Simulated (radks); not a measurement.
Neutral bismuth inside a hard spherical wall (all orbitals vanish at R), configuration held at [Hg] 6p3 and not refilled when levels cross. Calculated with a radial shooting solver on a logarithmic mesh with Libxc functionals: scalar-relativistic Kohn-Sham, PBE, spin-polarised, spherical densities, point nucleus; open shells are filled with parallel spins first (spin-orbit coupling, left out, can overturn this in heavy ions). Eigenvalues in eV for spin up, with the zero of energy where the potential of the charges vanishes at infinity; a dash marks a level that is unbound or too diffuse for the functional's potential to be trusted. A positive occupied level is held by the wall or, in an anion where self-interaction has pushed it up, behind a barrier. The pressure on the wall is -dE/dV.

[
 {"R (bohr)": "free", "E (hartree)": "-21530.8208", "kinetic (hartree)": "24432.373", "e(5p)": "-95.638", "e(5d)": "-26.967", "e(6s)": "-14.969", "e(6p)": "-5.179", "e(7s, empty)": "-", "e(6d, empty)": "-", "pressure (GPa)": "0"},
 {"R (bohr)": "10", "E (hartree)": "-21530.8204", "kinetic (hartree)": "24432.377", "e(5p)": "-95.604", "e(5d)": "-26.933", "e(6s)": "-14.940", "e(6p)": "-5.152", "e(7s, empty)": "-0.182", "e(6d, empty)": "1.555", "pressure (GPa)": "0.0110"},
 {"R (bohr)": "8", "E (hartree)": "-21530.8165", "kinetic (hartree)": "24432.408", "e(5p)": "-95.405", "e(5d)": "-26.739", "e(6s)": "-14.780", "e(6p)": "-4.992", "e(7s, empty)": "1.080", "e(6d, empty)": "2.628", "pressure (GPa)": "0.183"},
 {"R (bohr)": "4", "E (hartree)": "-21530.2153", "kinetic (hartree)": "24435.292", "e(5p)": "-88.418", "e(5d)": "-20.148", "e(6s)": "-8.935", "e(6p)": "3.155", "e(7s, empty)": "31.362", "e(6d, empty)": "20.432", "pressure (GPa)": "126"},
 {"R (bohr)": "3.5", "E (hartree)": "-21529.5524", "kinetic (hartree)": "24438.141", "e(5p)": "-84.302", "e(5d)": "-16.365", "e(6s)": "-4.605", "e(6p)": "9.418", "e(7s, empty)": "50.796", "e(6d, empty)": "31.394", "pressure (GPa)": "374"},
 {"R (bohr)": "3", "E (hartree)": "-21527.9571", "kinetic (hartree)": "24444.721", "e(5p)": "-77.093", "e(5d)": "-9.676", "e(6s)": "4.417", "e(6p)": "22.067", "e(7s, empty)": "86.425", "e(6d, empty)": "51.580", "pressure (GPa)": "1280"},
 {"R (bohr)": "2.5", "E (hartree)": "-21523.6095", "kinetic (hartree)": "24461.818", "e(5p)": "-63.415", "e(5d)": "3.728", "e(6s)": "25.817", "e(6p)": "50.740", "e(7s, empty)": "158.03", "e(6d, empty)": "92.522", "pressure (GPa)": "5350"},
 {"R (bohr)": "2", "E (hartree)": "-21509.6304", "kinetic (hartree)": "24512.981", "e(5p)": "-34.630", "e(5d)": "35.257", "e(6s)": "85.455", "e(6p)": "125.55", "e(7s, empty)": "321.23", "e(6d, empty)": "186.85", "pressure (GPa)": "29100"},
 {"R (bohr)": "1.5", "E (hartree)": "-21453.2924", "kinetic (hartree)": "24697.324", "e(5p)": "42.966", "e(5d)": "128.65", "e(6s)": "285.84", "e(6p)": "356.14", "e(7s, empty)": "766.65", "e(6d, empty)": "446.85", "pressure (GPa)": "232000"}
]
